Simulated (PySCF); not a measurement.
# Computed structure and properties of [Yb(N2)]3+

System: [Yb(N2)]3+ (singlet in the valence; each metal's 4f electrons, 13 of them, lie in its core potential, out of spins and levels); start: template (C∞v). Method: PySCF 2.14.0, RKS BP86, Yb lcecp-1-SVP with ECP59, N def2-SVP; non-relativistic Hamiltonian with scalar-relativistic core potentials where named; density fitting; no spin-orbit coupling.

Input of the relaxation:

```python
mol = gto.M(atom='''
Yb     0.00000    -0.00000    -0.40756
N      0.00000     0.00000     1.97624
N      0.00000     0.00000     3.08624''',
    basis={'Yb': 'lcecp-1-SVP', 'N': 'def2-SVP'},
    ecp={'Yb': 'lcecp-1-SVP'},
    charge=3, spin=0)
mf = dft.RKS(mol, xc='B88,P86')
mf.grids.atom_grid = (50, 194)  # f atoms: unpruned, at least (60, 302)
mf = mf.density_fit()  # fitting sets: Yb AutoAux, N def2-universal-JKFIT
mf.conv_tol = 1e-08; mf.max_cycle = 55
mf.kernel(dm0)  # dm0: converged density of the start geometry
# quasi-Newton relaxation in Cartesian coordinates to a largest gradient under 0.00045 Eh/bohr, steps kept in the point group
```

Run from Python with OMP_NUM_THREADS=2; the lines above give its settings. Where DIIS fails, smearing, a level shift and second-order steps follow.
It took 5.7 s on 2 threads of Intel(R) Xeon(R) 6975P-C (Granite Rapids), with other jobs on the host, from the converged density of the start.

Course of the relaxation:

```csv
step,energy above end (eV),largest force component within the symmetry (eV/Å)
0,0.0305,2.454
1,0.0249,2.153
2,0.0043,0.332
3,0.0010,0.216
4,0.0000,0.089
5,0.0000,0.011
```

Relaxed geometry (C∞v):

```xyz
3

Yb    0.0000    0.0000   -0.3686
N     0.0000    0.0000    1.9492
N     0.0000    0.0000    3.0743
```

| contact | Å |
| --- | --- |
| Yb1–N2 (N2) | 2.318 |

On the finer grid (75, 302):

```
HOMO                                                          : -26.80 eV
LUMO                                                          : -22.66 eV
Dipole about the centre of mass                               : 0.12 D
Set of Mulliken populations of Yb1 outside the core potential : s 2.08, p 6.05, d 0.24, f 0.01
D3(BJ) dispersion energy (not in the energies)                : -0.148 eV
```

| atom | Mulliken (e) | Löwdin (e) | spin (e) |
| --- | --- | --- | --- |
| Yb1 | 2.62 | 2.45 | 0.00 |
| N2 | -0.03 | 0.05 | 0.00 |
| N3 | 0.41 | 0.50 | 0.00 |

The 4f levels lie in the core potential and are missing. Their spin isn't counted.

On the grid (50, 194), as all that follows. Harmonic modes: a minimum; lowest 259 cm⁻¹ (negative: unstable), highest 2272 cm⁻¹, zero-point energy 0.192 eV.

Taking off one N2 (charge 0, singlet; the rest: singlet) in vacuum, both parts rigid, costs 3.02 eV; the small basis without counterpoise inflates it. Parting with an electron moved from the ligand to the metal can be far cheaper, even downhill.

Rigid scan of N2 along the line from its metal:

```csv
distance to N2 (Å),energy (eV)
2.02,0.594
2.12,0.226
2.22,0.049
2.32,0.000
2.42,0.036
2.52,0.126
2.72,0.384
```

One start shape was tried, so this needn't be the lowest isomer.

An lcecp potential fixes the number of 4f electrons, so in runs with it no electron can move into or out of that shell.
